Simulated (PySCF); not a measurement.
## AsO₂ + 2 HF → As(OH)₂ + F₂

Level: PBE0 in the def2-TZVP basis family, all electrons, no relativity, computed in PySCF with density fitting; open shells unrestricted.

```json
{"species": "AsO₂", "state and structure": "doublet, C2v, As–O 1.626 Å (×2); O–As–O 126.4°", "ZPE (kJ/mol)": "12.5", "H(298 K) − H(0) (kJ/mol)": "11.4", "S° (J/(mol K))": "269.2"}
{"species": "HF", "state and structure": "singlet, C∞v, H–F 0.920 Å", "ZPE (kJ/mol)": "24.9", "H(298 K) − H(0) (kJ/mol)": "8.7", "S° (J/(mol K))": "173.6"}
{"species": "As(OH)₂", "state and structure": "doublet, C2, As–O 1.785 Å (×2), O–H 0.964 Å (×2); As–O–H 111.4° (×2), O–As–O 99.7°", "ZPE (kJ/mol)": "69.0", "H(298 K) − H(0) (kJ/mol)": "15.2", "S° (J/(mol K))": "303.4"}
{"species": "F₂", "state and structure": "singlet, D∞h, F–F 1.376 Å", "ZPE (kJ/mol)": "6.6", "H(298 K) − H(0) (kJ/mol)": "8.7", "S° (J/(mol K))": "201.9"}
```

Problem. Is the gas-phase reaction uphill or downhill in electronic energy at this level, and by how much?

Solution. At PBE0/def2-TZVP, ΔE = 264.0 kJ/mol, uphill. 

Problem. Add zero-point, thermal and entropy terms for 298.15 K and 1 bar.

Solution. ΔZPE = 13.3 and Δ[H(298) − H(0)] = -4.9 kJ/mol give ΔH° = 272.4 kJ/mol. ΔS° = -111.1 J/(mol K), so ΔG° = 272.4 − 298.15 × (-0.1111) = 306 kJ/mol.

The structures come from searches over a few start shapes, so lower isomers are not excluded.
